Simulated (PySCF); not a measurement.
Some computed properties have been withheld. Give your best values.

Compound: C8H18N2.
SMILES: `CC[C@H](C)N(NC)C1CC1`

Conformer (atom-mapped SMILES and torsion angles): `[CH3:1][CH2:2][C@H:3]([CH3:4])[N:5]([NH:6][CH3:7])[CH:8]1[CH2:9][CH2:10]1`: C1–C2–C3–C4 -171°, C2–C3–N5–N6 69°, C3–N5–N6–C7 -141°, C3–N5–C8–C9 142°.

```csv
property,level,value
point group,PBE0-D3(BJ)/def2-SVP,C1
"rotational constants A, B, C",PBE0-D3(BJ)/def2-SVP,?
dipole moment,PBE0/pcSseg-1,?
HOMO energy,PBE0/pcSseg-1,?
LUMO energy,PBE0/pcSseg-1,?
13C chemical shifts (computed TMS as zero) by class,GIAO PBE0/pcSseg-1,"61.4 (1 C), 39.0 (1 C), 35.1 (1 C), 28.9 (1 C), 13.4 (1 C), 12.7 (1 C), 11.6 (1 C), 4.5 (1 C) ppm"
1H chemical shifts (computed TMS as zero) by class,GIAO PBE0/pcSseg-1,?
"isotropic shieldings of nuclei other than C and H, by class",GIAO PBE0/pcSseg-1,"157 (1 N), 176 (1 N) ppm"
```

Gas-phase values; electronic properties from PySCF, density fitting. One conformer (not necessarily the lowest) at the PBE0-D3(BJ)/def2-SVP geometry, without solvent or vibrations. NMR classes are plain means over equivalent atoms (diastereotopic ones count apart unless rotation or inversion swaps them), as if these changed places fast; in this geometry the members of some classes differ.

**Question.** The 1H chemical shifts (computed TMS as zero) by class?

**Answer.** 2.60 (3 H), 2.34 (1 H), 1.67 (1 H), 1.64 (1 H), 0.96 (1 H), 0.95 (3 H), 0.92 (1 H), 0.87 (3 H), 0.77 (1 H), 0.61 (1 H), 0.30 (1 H), 0.18 (1 H) ppm.

**Question.** Give the HOMO energy.

**Answer.** -6.28 eV.

**Question.** Give the dipole moment.

**Answer.** 1.24 D.

**Question.** Give the rotational constants A, B, C.

**Answer.** 1.476, 0.997, 0.910 GHz.

**Question.** Give the LUMO energy.

**Answer.** 1.41 eV.

The dipole matches unit charges of opposite sign 0.26 Å apart (1 e·Å = 4.8032 D). With B = h/(8π²I), that is 505.379 GHz u Å² over I, the principal moments of inertia are 342.5, 506.9 and 555.5 u Å² (most abundant isotopes); the inertial defect Ic − Ia − Ib is -293.9 u Å² (zero for a rigid planar frame, negative otherwise). The rotational constants make it an asymmetric top with κ = (2B − A − C)/(A − C) = -0.69, nearer the prolate limit (−1).

For the geometry optimisation (PBE0-D3(BJ)/def2-SVP), on an Arm Neoverse N1 with one thread, no GPU, on a shared host, this took 6.3 min wall and 0.95 GiB of memory at its peak.
